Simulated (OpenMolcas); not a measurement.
Computed levels of 3d⁶ in ions with 24 electrons, in cm-1 above ⁵D₄.

| Quantity | Value |
| --- | --- |
| Program | OpenMolcas 26.06 |
| Method | SS-RASPT2, IPEA 0.25 Eh, imaginary shift 0.1 Eh |
| Basis | ANO-RCC-VTZP |
| Scalar Hamiltonian | DKH2, point nucleus |
| Spin-orbit coupling | state interaction with AMFI integrals over the reference wave functions, term energies averaged over their components |

Active space for each ion: 12 electrons in 8 orbitals (RAS1 3p, at most 2 holes; RAS2 3d); closed shells correlated by CASPT2: 3s.

| Level | Fe2+ | Co3+ | Cu5+ |
| --- | --- | --- | --- |
| ⁵D₃ | 441 | 662 | 1154 |
| ⁵D₂ | 750 | 1117 | 1922 |
| ⁵D₁ | 948 | 1407 | 2410 |
| ⁵D₀ | 1046 | 1549 | 2650 |
| ³P₂(1) | 19820 | 23360 | 29960 |
| ³H₆ | 20070 | 23720 | 30770 |
| ³H₅ | 20300 | 24040 | 31270 |
| ³H₄ | 20460 | 24250 | 31510 |
| ³P₁(1) | 21120 | 25310 | 33360 |

Estimate ⁵D₀, ³P₂(1), ³H₆ for Ni4+ from its neighbours Co3+ and Cu5+.

⁵D₀ is fine structure, which grows about as the fourth power of a screened charge, so the fourth roots are averaged: ((1549^0.25 + 2650^0.25) / 2)^4 = 2044. The calculation gives 2000, so the estimate is off by +2.2 %; the measured value is 2058 (Corliss and Sugar, J. Phys. Chem. Ref. Data 10, 197 (1981)).
³P₂(1) is another term, which grows about linearly with the charge: (23360 + 29960) / 2 = 26660. The calculation gives 26870, so the estimate is off by -0.8 %; the measured value is 26153 (Corliss and Sugar, J. Phys. Chem. Ref. Data 10, 197 (1981)).
³H₆ is another term, which grows about linearly with the charge: (23720 + 30770) / 2 = 27245. The calculation gives 27460, so the estimate is off by -0.8 %; the measured value is 27111 (Corliss and Sugar, J. Phys. Chem. Ref. Data 10, 197 (1981)).

Term energies are means over components that CASPT2 splits; among the terms shown or strongly mixed into the levels shown the widest spread is 63 cm-1 (3d⁶ ³H, Co3+). Active for correlation alone: 3p; no level in the range computed is led by a configuration that opens it, so any true level of that kind is missing. Measured partners are found by configuration, term and J. A level has none where our copy of the source lacks it or the pairing is in doubt (some pairs that miss far off the trend of their configuration count as doubtful), and it then counts in no deviation. Levels of configurations outside the active space are missing.

A number in round brackets counts repeated terms of one configuration in the order of the reference energies.
